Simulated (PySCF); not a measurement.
C2H8GeN2O, SMILES [NH2][Ge]([NH2])([CH]=C)[OH], B3LYP/def2-SVP optimised geometry.

```
14

C     -1.66     0.60     0.67
C     -0.57     0.21     0.00
Ge     0.07    -1.64     0.00
N     -0.74    -2.48     1.41
N     -0.25    -2.69    -1.46
O      1.87    -1.64     0.00
H     -2.25    -0.11     1.26
H     -2.01     1.64     0.65
H     -0.01     0.94    -0.59
H     -0.58    -3.48     1.45
H     -0.60    -2.07     2.33
H      0.47    -2.60    -2.18
H     -1.16    -2.57    -1.89
H      2.25    -1.08     0.69
```

Density from B3LYP/def2-TZVP run with PySCF 2.14.0 at that geometry.

Minimum of the electron density along straight lines between bonded atoms, close to the bond critical point (lines longer than 1.1 times the sum of covalent radii, or with two minima, are not listed):

```csv
bond,length / Å,ρ at the minimum / e bohr⁻³,∇²ρ there / e bohr⁻⁵,position (fraction from the first atom)
C1–C2,1.339,0.348,-1.05,0.50
C2–Ge3,1.952,0.130,0.10,0.53
Ge3–N4,1.833,0.141,0.43,0.47
Ge3–N5,1.831,0.143,0.41,0.47
Ge3–O6,1.799,0.137,0.59,0.47
C1–H7,1.096,0.280,-0.98,0.65
C1–H8,1.097,0.278,-0.97,0.65
C2–H9,1.098,0.275,-0.94,0.65
N4–H10,1.018,0.330,-1.55,0.73
N4–H11,1.017,0.330,-1.53,0.73
N5–H12,1.018,0.330,-1.53,0.73
N5–H13,1.018,0.330,-1.53,0.73
O6–H14,0.965,0.355,-2.32,0.80
```
